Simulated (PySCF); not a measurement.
Compound: Mn(NH2)2 (sextet state).
Structure used (PBE0-D3(BJ)/def2-SVP), in Å, numbered top down from 1:
```
atom  x, y, z in Å
Mn1    0.0147   -0.0173   -0.0099
N2     0.0147   -0.0519    1.8706
H3    -0.7890    0.0851    2.4774
H4     0.8221   -0.1926    2.4716
N5     0.0155    0.0167   -1.8904
H6    -0.1279   -0.7770   -2.5087
H7     0.1418    0.8352   -2.4793
```

Computed, not measured: PBE0-D3(BJ)/def2-SVP geometry optimisation, gas phase (PySCF 2.14.0).

(1) Which atoms are bound to Mn1, and at what distances?

(2) What is the shape at Mn1?

(3) What are the other bond lengths?

(4) What are the rotational constants (commonest isotopes, rigid rotor)?

## Answers

(1) 2 atoms: N5 1.881 Å, N2 1.881 Å. The nearest atom not counted as bound is H4, at 2.62 Å (others tie with it).

(2) Linear: angle 180.0°.

(3) N2–H3 and 3 like bonds 1.016 Å.

(4) A = 187608, B = 4033, C = 4033 MHz: a prolate symmetric top.

Point group: D2d (tolerance 0.08 Å). Charge 0, sextet. ⟨S²⟩ = 8.766 (exact for a sextet: 8.75). Stationary, but not proved a minimum.
